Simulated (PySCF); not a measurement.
C₆H₄ClNS.
SMILES with atom numbers: `[Cl:1][c:2]1[cH:3][s:4][c:5]2[cH:6][cH:7][nH:8][c:9]12` (hydrogens: H10 on C3; H11 on C6; H12 on C7; H13 on N8)

Computed with PySCF at wB97X-D/def2-SVPD, non-relativistic, on one gas-phase PBE0-D3(BJ)/def2-SVP geometry that isn't relaxed in the solvent. The solvent is an IEF-PCM continuum (cavity from Bondi-type radii × 1.2), and excitations are vertical TDDFT with non-equilibrium linear response and a frozen core. Specific hydrogen bonds and non-electrostatic terms are outside this model.

Gas-phase singlets (H = HOMO, L = LUMO):

| state | E (eV) | λ (nm) | f | leading configurations |
| --- | --- | --- | --- | --- |
| S1 | 5.158 | 240 | 0.255 | H→L 95% |
| S2 | 5.397 | 230 | 0.128 | H-1→L 93% |
| S3 | 5.466 | 227 | 0.000 | H→L+1 77% |
| S4 | 5.837 | 212 | 0.000 | H-1→L+1 72% |
| S5 | 5.984 | 207 | 0.001 | H→L+2 84% |

Q: What are the lowest 5 singlets in chloroform (ε = 4.711)?

A: 
```
state  E (eV)  λ (nm)      f  leading configurations  change by rank (eV)
   S1   5.037     246  0.350                 H→L 96%               -0.121
   S2   5.344     232  0.178               H-1→L 94%               -0.053
   S3   5.462     227  0.000               H→L+1 78%               -0.004
   S4   5.832     213  0.000             H-1→L+1 70%               -0.005
   S5   6.019     206  0.001    H→L+2 72%, H→L+3 15%               +0.035
```

Q: The ground-state energy changes by -0.186 eV from gas to chloroform. By how much does the total energy of gas-phase S1 change?

A: E(S1) = E(S0) + excitation energy, so it changes by -0.186 − 0.121 = -0.307 eV: it is lowered more than the ground state, which is what a red shift means. This is the vertical state, with the slow part of the continuum still set for S0.

Q: How do the frontier levels move from gas to chloroform?

A: 
| orbital | gas (eV) | solvent (eV) | change (eV) |
| --- | --- | --- | --- |
| LUMO+2 | 2.00 | 2.15 | +0.15 |
| LUMO+1 | 1.88 | 1.88 | 0.00 |
| LUMO | 1.09 | 1.10 | +0.01 |
| HOMO | -7.84 | -7.82 | +0.02 |
| HOMO-1 | -8.38 | -8.37 | +0.01 |
| HOMO-2 | -9.77 | -9.76 | +0.01 |
| HOMO-3 | -11.00 | -11.04 | -0.04 |

The HOMO–LUMO gap goes from 8.93 to 8.92 eV.

wB97X-D is run here without its empirical dispersion term; that term would change no orbital, density or response property at a fixed geometry.
